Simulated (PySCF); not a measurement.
C2H10BSi (charge -1).
Numbering: `[CH3:1][BH2-:2][CH2:3][SiH3:4]` (hydrogens: H5, H6, H7 on C1; H8, H9 on B2; H10, H11 on C3; H12, H13, H14 on Si4)

Computed with PySCF, PBE0-D3(BJ)/def2-SVP geometry optimisation, gas phase.

Q: List the bond lengths, angles and torsions at this level.

A: 
```tsv
bond	length (Å)	order
C1–B2	1.639	single
B2–C3	1.670	single
C3–Si4	1.851	single
C1–H5, C1–H6, C1–H7	1.108	single
B2–H8, B2–H9	1.256	single
C3–H10, C3–H11	1.107	single
Si4–H12, Si4–H13	1.505	single
Si4–H14	1.525	single
```

Bonds in one row agree within 0.01 Å and their mean is given. Orders are formal, as drawn. A selection of angles:
```tsv
angle	degrees
B2–C1–H5	112.0
B2–C1–H7	113.2
H5–C1–H6	106.4
C1–B2–C3	111.1
C1–B2–H8	110.2
C3–B2–H8	109.2
H8–B2–H9	107.3
B2–C3–Si4	108.7
B2–C3–H10	111.8
Si4–C3–H10	107.2
Si4–C3–H11	110.5
H10–C3–H11	106.6
C3–Si4–H12	112.4
C3–Si4–H13	114.3
C3–Si4–H14	116.3
H12–Si4–H13	106.2
H12–Si4–H14	103.3
```

Torsions: C1–B2–C3–Si4 -84° (synclinal). The mirror-image conformer, all signs reversed, is as good.

B2 (four-coordinate boron) is tetrahedral (angles from 107.3° to 111.1°). Si4 (SiH3 silicon) is distorted tetrahedral (angles from 103.2° to 116.3°). The 2 B–C bonds span 1.639 Å (C1–B2, drawn single) to 1.670 Å (B2–C3, drawn single), a spread of 0.031 Å. Of the pairs four or more bonds apart, Si4···H7 is among the closest relative to their van der Waals radii: 3.29 Å, 100 % of the sum of Bondi's values.

Point group: C1 (no symmetry element, even within 0.4 Å). No frequency check.

On one thread, Intel Xeon Platinum 8259CL at 2.50 GHz (x86_64), no GPU, on a shared host, this took 90 s of wall time and 0.48 GiB of memory at its peak. This is the geometry optimisation.
